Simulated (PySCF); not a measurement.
Identify the compound

The spectra below were simulated for a compound C5H12N2O2Si.

¹H NMR (400 MHz, computed): δ 3.81 (s, 3H), 3.04 (m, 1H), 2.42 (m, 1H), 2.03 (m, 1H), 1.62 (m, 1H), 1.29 (m, 1H), 1.18 (br s, 2H), 0.74 (br s, 2H).

¹³C{¹H} NMR (computed): δ 185.4, 52.9, 45.2, 22.9, 17.1.

[PySCF 2.14.0 with density-fitted response routines: σ from GIAO-PBE0/pcSseg-1; geometry: GFN2-xTB; in vacuum; no relativistic terms; single conformer; equivalent nuclei averaged]

δ = σ(ref) − σ, references computed at the same level: ¹H (31.72 ppm) and ¹³C (186.93 ppm) against TMS.

Task: Which of these isomers gave the spectra?
A. COC(=O)[C@H]1CC[Si]1(N)N
B. CC(=O)O[C@@H]1CC[Si]1(N)N
C. C=C(O[SiH2]N(C)C)C(N)=O

Result: A. 

- Rings plus π bonds: 2 (1 ring in the answer).
- 5 carbon signals for 5 carbons: no two carbons are equivalent.
- Carbon types of the structure: 1 × C, 1 × CH, 2 × CH2, 1 × CH3, leaving 4 H on heteroatoms.
- δC 185.4: ester carbonyl carbon; it is a carbonyl in resonance with an O or N lone pair, the region of acids, esters and amides.
- δC 52.9: methyl carbon bonded to O; deshielded by the electronegative neighbour.
- δC 45.2: sp3 CH bonded to Si, α to a carbonyl; the adjacent C=O deshields it moderately.
- δC 17.1: sp3 CH2 in a ring; saturated and bonded to C and H only.
- δH 3.04: hydrogen on an sp3 CH bonded to Si, α to a carbonyl; α to C=O.

The others: C=C(O[SiH2]N(C)C)C(N)=O would give 4 carbon signals, not 5; CC(=O)O[C@@H]1CC[Si]1(N)N has carbons computed at 176.6, 82.8, 23.3, 22.4, 21.7.

The OH or NH signal is concentration- and solvent-dependent in practice; the value given is the gas-phase one. Shifts are as computed. Against solution values, carbons near 30 ppm lie about +3 ppm off and those near 130 ppm about +5 ppm. Of 1309 compounds with measured shifts, 239 miss one by over three times the rms of a fit or turn the order of signals round; such compounds aren't used in these exercises. No couplings were computed; multiplicities are counted from neighbouring protons, with m where these are inequivalent, close in shift, in a saturated or five-membered ring or joined by F or P, and br s for small geminal =CH2 splittings.
